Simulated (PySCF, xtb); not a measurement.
Ge(F)2(Br)(Me) (CH3BrF2Ge), SMILES [CH3][Ge]([F])([F])[Br].

GFN2-xTB (xtb) at its own geometry gives an orbital gap of 5.34 eV and a dipole moment of 5.51 D.

Geometry optimised at TPSSh-D3(BJ)/def2-SVP.

Q: What does M06-2X/def2-TZVP (PySCF) give? (Estimate from the structure and the level; the computed values follow.)

A: gap 10.49 eV (levels -10.26 and 0.22 eV), dipole 3.24 D.
